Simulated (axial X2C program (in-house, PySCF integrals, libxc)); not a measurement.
RuOH: the levels of the configuration d7 s0 p(π)0

Computed with an axial X2C code built on PySCF integrals: two-component X2C with atomic mean-field Coulomb terms (Gaunt term off), basis Ru dyall-v3z, O dyall-av3z, H dyall-v3z (cores contracted in-house). Orbitals come from Hartree–Fock averaged over the configuration Ru d7 s0 p(π)0; CI then distributes these electrons over the d, s, p(π) shells of Ru.

Ru–O–H held linear, bonds 1.985 and 0.950 Å (the second held) (near the minimum of the configuration average).

Lowest levels of this model:

```
   Ω  energy (cm⁻¹)     g∥  μ (D)  configuration
 9/2              0  11.99  -4.17        100% d7
 7/2            470   8.70  -4.26        100% d7
 5/2            912   5.79  -4.31        100% d7
 3/2           1193   3.55  -4.27        100% d7
 1/2           1279   1.27  -4.21        100% d7
 7/2           1820   9.28  -4.33        100% d7
 5/2           2041   5.57  -4.20        100% d7
 3/2           2288   2.55  -4.22        100% d7
 1/2           2613   0.67  -4.28        100% d7
 3/2           2972   2.32  -4.21        100% d7
 5/2           3074   6.63  -4.29        100% d7
 1/2           3521   1.04  -4.28        100% d7
 3/2           3820   3.58  -4.25        100% d7
 1/2           4197   1.02  -4.21        100% d7
 5/2          12319   5.94  -4.03        100% d7
 7/2          12654   7.98  -4.18        100% d7
 9/2          14595   9.96  -4.37        100% d7
 7/2          16327   6.09  -4.35        100% d7
 9/2          19402   9.59  -4.09         99% d7
11/2          19785  12.00  -4.32        100% d7
 9/2          20366  13.96   3.92     100% d6 s1
```

g∥ is the magnitude of 2⟨Lz + ge Sz⟩ for the +Ω component. μ is positive if the H end is positive.

Problem. From Ω and g∥ of the lowest level, whose 2⟨Lz + ge Sz⟩ is positive, find ⟨Sz⟩ and ⟨Lz⟩ (ge = 2.0023).

Solution. Ω = ⟨Lz⟩ + ⟨Sz⟩ = 9/2 and ⟨Lz⟩ + ge⟨Sz⟩ = 5.995, so ⟨Sz⟩ = 1.49 and ⟨Lz⟩ = 3.01.

Occupations of the active spinors in the lowest level by ω, shell by shell in order of energy: -5/2: 0.00; -3/2: 0.98 0.02 0.00; -1/2: 0.95 0.05 0.00 0.00; 1/2: 1.00 1.00 0.00 0.00; 3/2: 1.00 1.00 0.00; 5/2: 1.00. The leading determinant has weight 0.94 among 463.

This point took 5.7 s on 1 thread of Arm Neoverse N1 (shared host).

There is no dynamic correlation: spin–orbit spacings and, for f shells, spacings inside one term are the most reliable numbers, splittings between terms come out too wide, and energies between configurations are not reliable, so the lowest level need not be the ground state of the molecule. For d shells the ligand-field splittings (σ, π, δ) and their order can be off by a thousand cm⁻¹ or more. At most 4 roots were kept for each Ω > 0 (twice that for Ω = 0) within 3.2 eV of the lowest, so higher up levels can be missing between those listed; levels with Ω > 0 are doubly degenerate and listed once, Ω = 0 levels singly. Some active spinors are only partly of the character that their shell is named for, so the shell names and counts are nominal. States that fill the shells left empty in the average are placed too high. The molecule was held linear; bending was not examined.
